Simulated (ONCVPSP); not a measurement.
## Ranking ONCV potentials for argon

All share these settings but for the change named:

- Element: argon
- Generator: ONCVPSP 4.0.1
- Type: optimised norm-conserving Vanderbilt (ONCV)
- Functional: PBEsol
- Relativity: scalar-relativistic
- Frozen core: [Ne]
- Valence charge: 8
- Reference configuration: 3s2 3p4 (charge +2)
- Partial waves: 3s: rc 1.15 bohr, ncon 4, nbas 7, qcut 6.4 1/bohr, 1 projector; 3p: rc 1.10 bohr, ncon 4, nbas 8, qcut 7.8 1/bohr, 2 projectors, debl 2.9 Ha; d scattering state at 0.41 Ha: rc 1.20 bohr, ncon 3, nbas 8, qcut 7.6 1/bohr, 1 projector
- Local potential: polynomial inside 1.00 bohr (lpopt 3, dvloc0 4 Ha)
- Core correction: Teter function, fcfact 5.75, rcfact 1.05

In the d channel the program set the typed energies aside and used 0.050 Ha.

Test errors are all-electron minus pseudo excitation energies from the reference, over 3s2 3p6; 3s2 3p5; 3s2 3p3; 3s2 3p2. None of these files shows a bound ghost.

The base gives 83.0 meV.

Of 8 variants that were run, those that failed, showed a ghost or another fault, or gave nearly equal values are left out.

A variant can come out equal or close to the base, since the largest error may sit in a test that the change hardly touches while other tests move.

**Question.** Rank these variants by their largest absolute test error, smallest first.
A. core correction Teter function, fcfact 5.75, rcfact 1.12
B. core correction Teter function, fcfact 5.75, rcfact 1.58
C. core correction Teter function, fcfact 5.75, rcfact 1.7
D. core correction Teter function, fcfact 5.75, rcfact 2.06
E. core correction Teter function, fcfact 5.75, rcfact 1.4

**Answer.** C (16.0 meV), B (37.8 meV), E (65.0 meV), A (80.3 meV), D (234.3 meV).
